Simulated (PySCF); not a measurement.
HOSi, charge +1, multiplicity 1.

```xyz
3

O      0.0000     0.0000     1.0330
Si     0.0000     0.0000    -0.4519
H      0.0000     0.0000    -1.9375
```
Charge +1, spin multiplicity 1.

Geometry optimised at PBE0-D3(BJ)/def2-TZVPD. The spin state was assumed, not searched. The isomer is the one that the SMILES or the coordinates give; other isomers of the formula were not compared.

The numbers are results of PySCF with B3LYP/pcSseg-2, not measurements. Non-relativistic, no solvent.

Computed absolute GIAO shielding of each atom: isotropic value and principal components (ppm):
```tsv
atom	σ(iso)	σ11	σ22	σ33	span
O1	-96.9	-351.4	-351.4	412.0	763.4
Si2	266.7	-36.5	-36.5	873.2	909.7
H3	22.9	18.7	18.7	31.4	12.7
```
